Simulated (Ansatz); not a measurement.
Computed with Ansatz.

A structure relaxed at PBE0-D4/def2-TZVP, charge 0, multiplicity 1:

Cartesian coordinates in Å:
```
B 2.086 -0.728 -0.741
C 0.640 -0.528 -0.239
N -0.263 -1.558 -0.386
C 0.337 0.686 0.290
Sn -1.588 1.359 0.872
H 2.921 0.079 -0.467
H 2.368 -1.672 -1.426
H -0.022 -2.274 -1.048
H -1.248 -1.348 -0.342
H 1.163 1.375 0.414
H -1.767 3.010 0.485
H -1.846 1.149 2.548
H -2.781 0.450 0.040
```

Question: Give its formula and SMILES.

Answer: C2H8BNSn, `B/C(N)=[CH]/[SnH3]`.

Question: Point group (tolerance 0.08 Å, 0.16 Å for H)?

Answer: C1.

Question: Summarise the bond lengths by kind.

Answer: 1 × B–C 1.544 Å; 2 × B–H 1.193 to 1.200 Å; 1 × C–N 1.378 Å; 1 × C–C 1.358 Å; 2 × H–N 1.005 to 1.008 Å; 1 × C–Sn 2.120 Å; 1 × C–H 1.083 Å; 3 × H–Sn 1.706 to 1.715 Å.
